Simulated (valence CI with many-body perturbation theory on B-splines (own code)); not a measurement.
# E1 line list for Re⁴³⁺

Method: valence CI with perturbative core correlation (CI+MBPT): four valence electrons over a frozen Dirac-Fock core [Ar] 3d10, a basis of 11 s, 11 p, 9 d, 7 f, 5 g, 2 h, 1 i functions for each j, with the one-electron correlation potential Σ1, the two-electron term Σ2, the three-electron term Σ3, Breit, model QED; selected CI, second order for the rest (own B-spline code, finite nucleus).

The last digits are not significant, and no measured levels were compared; by estimate large intervals hold to a few tenths of a per cent, small ones and those within an open d or f shell to about a per cent.

Lines 51 to 100 of 239 in falling wavelength, among levels below 517.77 eV, chosen from the strongest by gf and those to the six lowest levels. Wavelengths and rates use the calculated energies. Electric multipoles are in the length gauge, E1 and E2 with the static RPA response of the core. Weak lines are less certain than strong ones. Lines between different terms over intervals too small for the method are left out, as are lines whose strength nearly cancels. The highest levels of a list are the least certain.

Levels are named by their leading jj configuration (3d3/2^4 stands for four electrons in 3d with j = 3/2), which in mixed levels can hold well under half, so a name can repeat and another be missing. Letters in brackets count levels of one name in rising energy.

```
λ vac (Å)                           Upper                       Lower   A (s⁻¹)  log gf  Branch %
    113.5          (4s 4p1/2^2 4p3/2) J=1      (4s^2 4p1/2 4p3/2) J=2  3.62e+10   -0.68       9.0
    112.6      (4s 4p1/2 4p3/2^2) J=1 [a]          (4s^2 4p3/2^2) J=2  9.61e+09   -1.26       1.9
    110.0      (4s 4p1/2 4p3/2^2) J=2 [b]          (4s^2 4p3/2^2) J=2  2.23e+10   -0.69       2.9
    109.1          (4s 4p1/2^2 4p3/2) J=1      (4s^2 4p1/2 4p3/2) J=1  9.33e+09   -1.30       2.3
    109.0           (4p1/2^2 4p3/2^2) J=2      (4s 4p1/2 4p3/2^2) J=3  5.12e+10   -0.34       7.2
    108.6      (4s 4p1/2 4p3/2^2) J=1 [b]          (4s^2 4p3/2^2) J=2  1.81e+10   -1.02       1.8
    107.1  (4s 4p1/2 4p3/2 4d5/2) J=3 [c]      (4s^2 4p3/2 4d5/2) J=4  1.74e+10   -0.68       1.7
    106.9  (4s 4p1/2 4p3/2 4d5/2) J=4 [c]      (4s^2 4p3/2 4d5/2) J=4  8.95e+09   -0.86       1.2
    106.4  (4s 4p1/2 4p3/2 4d3/2) J=1 [e]      (4s^2 4p3/2 4d3/2) J=2  1.00e+10   -1.29       0.8
    104.7  (4s 4p1/2 4p3/2 4d3/2) J=2 [d]      (4s^2 4p3/2 4d3/2) J=3  2.54e+10   -0.68       1.2
    103.8           (4p1/2^2 4p3/2^2) J=2  (4s 4p1/2 4p3/2^2) J=2 [a]  1.05e+10   -1.07       1.5
    87.26  (4s 4p1/2 4p3/2 4d3/2) J=2 [a]      (4s 4p1/2 4p3/2^2) J=3  1.31e+10   -1.13       9.5
    86.73          (4s 4p1/2^2 4d3/2) J=1      (4s 4p1/2^2 4p3/2) J=1  2.30e+10   -1.11      40.9
    86.28  (4s 4p1/2 4p3/2 4d3/2) J=3 [a]      (4s 4p1/2 4p3/2^2) J=3  6.82e+09   -1.27      14.7
    84.72          (4s 4p1/2^2 4d3/2) J=2      (4s 4p1/2^2 4p3/2) J=1  5.75e+08   -2.51       1.1
    84.06  (4s 4p1/2 4p3/2 4d3/2) J=2 [b]  (4s 4p1/2 4p3/2^2) J=2 [b]  1.05e+10   -1.25       1.4
    81.41          (4s^2 4p1/2 4d3/2) J=2      (4s^2 4p1/2 4p3/2) J=2  1.16e+10   -1.24      92.7
    79.14          (4s^2 4p1/2 4d3/2) J=2      (4s^2 4p1/2 4p3/2) J=1  8.98e+08   -2.37       7.2
    78.51          (4s 4p1/2^2 4d3/2) J=1      (4s 4p1/2^2 4p3/2) J=2  7.30e+09   -1.69      13.0
    76.86          (4s 4p1/2^2 4d3/2) J=2      (4s 4p1/2^2 4p3/2) J=2  2.72e+10   -0.92      50.9
    75.26  (4s 4p1/2 4p3/2 4d3/2) J=2 [c]      (4s 4p1/2 4p3/2^2) J=3  1.36e+10   -1.24       1.0
    75.02          (4s^2 4p3/2 4d3/2) J=2          (4s^2 4p3/2^2) J=2  1.69e+09   -2.15       0.1
    74.38          (4s^2 4p3/2 4d3/2) J=1          (4s^2 4p3/2^2) J=2  5.29e+09   -1.88       0.4
    73.96          (4s^2 4p3/2 4d3/2) J=3          (4s^2 4p3/2^2) J=2  1.52e+09   -2.06       0.1
    72.79  (4s 4p1/2 4p3/2 4d5/2) J=2 [b]  (4s 4p1/2 4p3/2^2) J=2 [b]  2.17e+10   -1.06       4.2
    72.55          (4s^2 4p1/2 4d3/2) J=1      (4s^2 4p1/2 4p3/2) J=2  6.00e+08   -2.85       0.0
    70.74          (4s^2 4p1/2 4d3/2) J=1      (4s^2 4p1/2 4p3/2) J=1  5.69e+09   -1.89       0.3
    69.69  (4s 4p1/2 4p3/2 4d5/2) J=1 [a]  (4s 4p1/2 4p3/2^2) J=1 [b]  2.04e+10   -1.35       4.0
    69.66          (4s 4p1/2^2 4d5/2) J=2      (4s 4p1/2^2 4p3/2) J=1  1.09e+11   -0.40      46.3
    69.46          (4s^2 4p3/2 4d5/2) J=2          (4s^2 4p3/2^2) J=2  6.06e+10   -0.66      96.6
    69.44          (4s^2 4p1/2 4d5/2) J=2      (4s^2 4p1/2 4p3/2) J=2  1.32e+10   -1.32      14.9
    69.42  (4s 4p1/2 4p3/2 4d5/2) J=2 [a]  (4s 4p1/2 4p3/2^2) J=2 [a]  4.79e+10   -0.76      14.7
    69.36  (4s 4p1/2 4p3/2 4d3/2) J=1 [e]      (4s 4p1/2 4p3/2^2) J=0  2.13e+10   -1.34       1.8
    69.10  (4s 4p1/2 4p3/2 4d5/2) J=3 [a]      (4s 4p1/2 4p3/2^2) J=3  7.19e+10   -0.44      18.9
    69.09  (4s 4p1/2 4p3/2 4d5/2) J=1 [a]  (4s 4p1/2 4p3/2^2) J=2 [b]  2.53e+10   -1.26       4.9
    68.48  (4s 4p1/2 4p3/2 4d5/2) J=4 [a]      (4s^2 4p1/2 4d5/2) J=3  7.91e+09   -1.30      72.6
    68.18      (4s^2 4p1/2 4f7/2) J=3 [a]      (4s^2 4p1/2 4d5/2) J=2  3.68e+10   -0.75       5.9
    68.14          (4s^2 4p1/2 4d5/2) J=3      (4s^2 4p1/2 4p3/2) J=2  1.27e+11   -0.21      99.2
    67.78          (4s^2 4p1/2 4d5/2) J=2      (4s^2 4p1/2 4p3/2) J=1  7.44e+10   -0.59      84.2
    67.59          (4s^2 4p1/2 4f7/2) J=4      (4s^2 4p1/2 4d5/2) J=3  1.23e+11   -0.12      97.3
    67.41  (4s 4p1/2 4p3/2 4d5/2) J=2 [b]      (4s 4p1/2 4p3/2^2) J=3  5.45e+10   -0.73      10.6
    67.02  (4s 4p1/2 4p3/2 4d5/2) J=3 [b]      (4s 4p1/2 4p3/2^2) J=3  3.79e+10   -0.75       5.6
    66.97  (4s 4p1/2 4p3/2 4d5/2) J=3 [a]  (4s 4p1/2 4p3/2^2) J=2 [a]  4.63e+10   -0.66      12.2
    66.94  (4s 4p1/2 4p3/2 4d5/2) J=2 [c]  (4s 4p1/2 4p3/2^2) J=1 [b]  3.84e+10   -0.89       4.7
    66.92          (4s^2 4p1/2 4f5/2) J=2      (4s^2 4p1/2 4d3/2) J=1  1.62e+10   -1.26      10.1
    66.88      (4s 4p1/2 4p3/2 4d5/2) J=0  (4s 4p1/2 4p3/2^2) J=1 [b]  3.33e+11   -0.65      39.1
    66.59          (4s 4p1/2^2 4d5/2) J=3      (4s 4p1/2^2 4p3/2) J=2  2.33e+11    0.03      89.4
    66.55  (4s 4p1/2 4p3/2 4d5/2) J=4 [b]      (4s 4p1/2 4p3/2^2) J=3  8.75e+10   -0.28      35.0
    66.39  (4s 4p1/2 4p3/2 4d5/2) J=2 [c]  (4s 4p1/2 4p3/2^2) J=2 [b]  6.77e+10   -0.65       8.3
    66.19      (4s^2 4p1/2 4f7/2) J=3 [b]      (4s^2 4p1/2 4d5/2) J=2  1.59e+11   -0.14      21.4
```
